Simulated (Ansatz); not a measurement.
```xyz
8

S     2.0521    0.1697   -0.7100
P     0.7477   -0.3283    0.9227
N    -0.6985    0.6215    0.7373
Si   -1.0667   -0.7139   -0.2546
H     2.9522    0.8031    0.0611
H    -0.8122    1.6197    0.7905
H    -2.1646   -1.6052    0.1808
H    -1.0101   -0.5665   -1.7277
```

Total charge 0; spin multiplicity 1.

Task: List the PBE/def2-TZVPP orbital energies in eV (Ansatz 0.2.0). (Estimate.)

Result: Computed: Occupied: -2395.69, -2077.00, -1780.24, -380.66, -208.63, -172.14, -154.78, -154.69, -154.55, -137.95, -123.65, -123.57, -123.51, -94.71, -94.68, -94.63, -21.94, -18.21, -15.09, -12.94, -11.37, -10.08, -9.16, -8.84, -7.86, -6.90, -5.99, -5.68. Lowest empty: -1.64, -0.99, -0.83, -0.34, 0.63, 1.02, 1.22, 1.89.
